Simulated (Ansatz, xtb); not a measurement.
## Two isomers of C3H5Zn

We compare I, the doublet with the links of `C=C[CH2][Zn]`, with II, the doublet with the links of `C=[C](C)[Zn]`. Both are isolated molecules in the gas phase, relaxed with PBE0-D3(BJ)/def2-SVP; the shapes shown needn't be the lowest conformers.

I (Å):

| atom | x (Å) | y (Å) | z (Å) |
| --- | --- | --- | --- |
| C | -1.0726 | -0.6355 | 1.4498 |
| C | -0.4449 | 0.4334 | 0.9272 |
| C | 0.4429 | 0.4392 | -0.2335 |
| Zn | 2.4378 | 0.3442 | 0.3944 |
| H | -1.7020 | -0.5465 | 2.3382 |
| H | -0.9817 | -1.6292 | 0.9987 |
| H | -0.5792 | 1.3984 | 1.4345 |
| H | 0.3453 | -0.4412 | -0.8872 |
| H | 0.4213 | 1.3690 | -0.8208 |

II (Å):

```yaml
atoms:
  - { symbol: C, position_ang: [-0.0747, -1.0457, -0.7033] }
  - { symbol: C, position_ang: [1.1810, -0.9564, 0.1037] }
  - { symbol: C, position_ang: [1.9132, -2.0238, 0.4389] }
  - { symbol: Zn, position_ang: [1.8520, 0.8424, 0.7460] }
  - { symbol: H, position_ang: [-0.3153, -2.0882, -0.9781] }
  - { symbol: H, position_ang: [-0.9376, -0.6343, -0.1524] }
  - { symbol: H, position_ang: [0.0039, -0.4609, -1.6356] }
  - { symbol: H, position_ang: [1.6227, -3.0410, 0.1322] }
  - { symbol: H, position_ang: [2.8337, -1.9547, 1.0305] }
```

**Question.** Estimate E(II) − E(I) at the level CCSD(T)/def2-SVP.

**Answer.** Too close to call at this level: CCSD(T)/def2-SVP gives E(II) − E(I) = +7.73 kJ/mol.

Level by level:

| level | geometry | E(II) − E(I) (kJ/mol) | departure from the last row (kJ/mol) | job, with rough time for the two |
| --- | --- | --- | --- | --- |
| GFN2-xTB | GFN2-xTB | +29.92 | +22.20 | optimisation, 0.44 s |
| HF/STO-3G | GFN2-xTB | −52.83 | −60.56 | single point, 35 s |
| r2SCAN-D4/def2-SVP | GFN2-xTB | +17.01 | +9.28 | single point, 12 s |
| PBE0-D3(BJ)/def2-SVP | PBE0-D3(BJ)/def2-SVP | +16.09 | +8.36 | optimisation, 3 min |
| HF/def2-SVP | PBE0-D3(BJ)/def2-SVP | +9.62 | +1.89 | part of the CCSD(T) run |
| MP2/def2-SVP | PBE0-D3(BJ)/def2-SVP | +3.12 | −4.60 | part of the CCSD(T) run |
| CCSD(T)/def2-SVP | PBE0-D3(BJ)/def2-SVP | +7.73 |  | single point, 2.5 min |

As drawn, both hold the same kinds of bond in the same numbers. Structure I has 0 methyl groups, II 1.

HF/STO-3G puts the two in the other order. The largest departure from CCSD(T)/def2-SVP is that of HF/STO-3G, 60.56 kJ/mol. MP2 in a larger basis moves the difference by −1.9 kJ/mol, a step that isn't added because spin contamination makes open-shell MP2 unreliable in this search.

With harmonic frequencies from PBE0-D3(BJ)/def2-SVP (ideal gas, rigid rotor, one conformer each, 298.15 K, 1 atm): the zero-point term adds +0.13 kJ/mol; ΔH is +8.25 and ΔG +8.11 kJ/mol.

Open shells are spin-unrestricted, with notable spin contamination under HF/STO-3G, HF/def2-SVP, MP2/def2-SVP, CCSD(T)/def2-SVP. The correlated steps freeze 8 core orbitals; the last core shell of Zn is correlated, in a basis made for valence electrons. Mirror images aren't counted in ΔG. Codes used: Ansatz 0.2.0, xtb 6.7.1; the last row on 2 threads of Intel(R) Xeon(R) Processor @ 2.50GHz (Skylake/Cascade Lake) on a shared host.
